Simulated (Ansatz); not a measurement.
`CCCCCCCCCl` + `CC#N` → `CCCCC#N` + `CCCCCCl`  (formal exchange of groups at a C–C bond)

Calculated with Ansatz (gas phase, PBE0-D4/def2-TZVP geometries, no zero-point term in ΔE). CCSD(T)/CBS adds triple-zeta CCSD(T) − MP2 to the extrapolated MP2 energy (def2 sets, frozen cores). This one scheme is used for every species. Functionals use def2-TZVPP. Each species was taken in one conformer, which may not be the lowest.

`CCCCCCCCCl`:

```xyz
26

C     2.517   -3.470   -0.127
C     1.240   -2.666    0.049
C     1.482   -1.166    0.083
C     0.211   -0.353    0.260
C     0.464    1.147    0.288
C    -0.776    1.991    0.552
C    -1.829    1.897   -0.544
C    -2.989    2.824   -0.271
Cl   -4.238    2.715   -1.544
H     3.219   -3.278    0.690
H     2.317   -4.543   -0.148
H     3.022   -3.207   -1.061
H     0.738   -2.971    0.975
H     0.543   -2.900   -0.764
H     1.983   -0.859   -0.843
H     2.180   -0.930    0.896
H    -0.286   -0.653    1.191
H    -0.485   -0.601   -0.549
H     1.209    1.364    1.062
H     0.917    1.456   -0.662
H    -0.474    3.039    0.667
H    -1.219    1.694    1.510
H    -1.384    2.151   -1.512
H    -2.206    0.874   -0.630
H    -2.671    3.866   -0.238
H    -3.484    2.580    0.669
```

`CC#N`:

```xyz
6

C     0.227   -0.422    0.087
C    -0.448    0.834   -0.172
N    -0.983    1.830   -0.378
H     1.192   -0.441   -0.421
H     0.390   -0.546    1.159
H    -0.378   -1.255   -0.275
```

`CCCCC#N`:

```xyz
15

C    -0.572   -1.127   -1.711
C    -0.011   -0.007   -0.853
C    -0.422   -0.132    0.604
C     0.135    0.983    1.490
C     1.589    0.982    1.539
N     2.738    0.961    1.567
H    -0.269   -1.017   -2.754
H    -0.220   -2.102   -1.364
H    -1.665   -1.140   -1.682
H     1.082    0.000   -0.920
H    -0.348    0.961   -1.240
H    -1.513   -0.111    0.687
H    -0.097   -1.099    1.000
H    -0.190    1.961    1.122
H    -0.237    0.887    2.514
```

`CCCCCCl`:

Cartesian coordinates in Å:
```
C 1.166 -1.750 1.459
C 0.008 -1.255 0.611
C 0.220 0.156 0.088
C -0.936 0.653 -0.761
C -0.761 2.057 -1.291
Cl 0.596 2.178 -2.452
H 2.098 -1.754 0.887
H 0.994 -2.766 1.820
H 1.318 -1.109 2.331
H -0.919 -1.291 1.195
H -0.143 -1.932 -0.237
H 1.142 0.192 -0.502
H 0.370 0.840 0.933
H -1.857 0.650 -0.163
H -1.108 -0.029 -1.600
H -1.647 2.396 -1.827
H -0.541 2.764 -0.491
```

```tsv
level	ΔE (kJ/mol)	difference from CCSD(T)/CBS
PBE-D4	-3.0	-0.5
B97M-V	-2.3	0.2
r2SCANh-D4	-3.0	-0.5
BHLYP-D4	-3.4	-0.9
PBE0	-3.7	-1.2
r2SCAN0	-3.6	-1.1
BHLYP	-3.9	-1.4
CCSD/def2-SVP	-3.6	-1.1
HF/def2-TZVPP	-4.5	-2.0
SCS-MP2/def2-QZVPP	-3.5	-1.0
CCSD(T)/CBS	-2.5	0
```

Largest T1 diagnostic among the species: 0.012.

Leaving LDA and LC-ωPBE aside and taking each functional with its dispersion term where it has one, the values, not all of them listed here, spread over 1.4 kJ/mol, from B2PLYP to B97M-V.
